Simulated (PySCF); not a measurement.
Br5Mo, neutral, multiplicity 2. Atoms are numbered in the order given.

```xyz
6

Mo     0.0000     0.0000     0.0483
Br     2.1074     0.0000    -1.1407
Br     0.0000     2.4726    -0.1051
Br     0.0000    -2.4726    -0.1051
Br     0.0000     0.0000     2.4337
Br    -2.1074     0.0000    -1.1407
```
Charge 0, spin multiplicity 2.

Coordinates come from a B3LYP-D3(BJ)/def2-SVP optimisation. The spin state was assumed, not searched. The def2 effective core potentials stand for the cores of Mo; spin–orbit coupling is left out.

Method: TDA-CAM-B3LYP/def2-SVPD in PySCF 2.14.0.

Vertical excitations. The molecule is in vacuum.

```tsv
state	energy (eV)	λ (nm)	f	main pairs
root 1	0.15	8184	0.000	α HOMO→LUMO 84 %
root 2	1.10	1123	0.000	α HOMO→LUMO+1 75 %, α HOMO−1→LUMO+1 18 %
root 3	1.18	1054	0.000	α HOMO→LUMO+2 76 %, α HOMO−1→LUMO+2 17 %
root 4	1.61	768	0.000	α HOMO−1→LUMO 80 %, β HOMO→LUMO 7 %
root 5	1.65	754	0.000	α HOMO−2→LUMO 70 %, β HOMO−1→LUMO 19 %
root 6	1.82	680	0.008	α HOMO−3→LUMO 72 %, β HOMO−3→LUMO 22 %
```
Unrestricted roots are not spin-pure.
